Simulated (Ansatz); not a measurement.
Geometry optimisation, RKS B3LYP/def2-SVP (Ansatz).

The input (input.yaml):

```yaml
crystal:
  periodic: [false, false, false]
  atoms:
    - { symbol: C, position_ang: [0.0375, 1.497, -0.8433] }
    - { symbol: "N", position_ang: [1.142, 0.979, -0.7577] }
    - { symbol: Al, position_ang: [1.1886, -0.8081, -0.2188] }
    - { symbol: Si, position_ang: [-0.7946, -0.885, 0.6644] }
    - { symbol: S, position_ang: [-1.5739, 0.6125, -0.7041] }
    - { symbol: H, position_ang: [-0.0649, 2.615, -1.0905] }
    - { symbol: H, position_ang: [2.5663, -1.5043, 0.3704] }
    - { symbol: H, position_ang: [-1.513, -2.1663, 0.4675] }
    - { symbol: H, position_ang: [-0.8995, -0.3859, 2.095] }
basis:
  gaussian: { orbitals: def2-SVP }
hamiltonian:
  xc: b3lyp
relax:
  f_tol: 0.02
  max_steps: 50
output:
  orbitals: {}
```

Command:

```bash
$ ansatz run input.yaml --threads 2 --pin off --max-ram 3072MiB --backend cpu --events-out ev --progress --plain --runs-dir out
```

Where does it end, and by what steps?

It converged. After 7 steps the energy has fallen by 1.084 eV; S5 moved furthest, 0.58 Å.

| step | energy less start (eV) | largest force component (eV/Å) | accepted |
| --- | --- | --- | --- |
| 0 | 0.0000 | 4.208 | yes |
| 1 | -0.7628 | 1.018 | yes |
| 2 | -0.7827 | 2.342 | yes |
| 3 | -1.0257 | 0.391 | yes |
| 4 | -1.0632 | 0.451 | yes |
| 5 | -1.0810 | 0.167 | yes |
| 6 | -1.0838 | 0.036 | yes |
| 7 | -1.0838 | 0.007 | yes |

```xyz
9
Properties=species:S:1:pos:R:3
C 0.081 1.458 -0.947
N 1.217 0.915 -0.875
Al 1.431 -0.638 0.056
Si -0.902 -0.902 0.787
S -1.535 0.936 -0.227
H -0.105 2.399 -1.500
H 2.810 -1.388 0.199
H -1.697 -2.046 0.248
H -1.212 -0.780 2.243
```

The run took 16 s on 2 threads of Intel(R) Xeon(R) 6975P-C (Granite Rapids), on a shared host, peak memory 0.25 GiB.
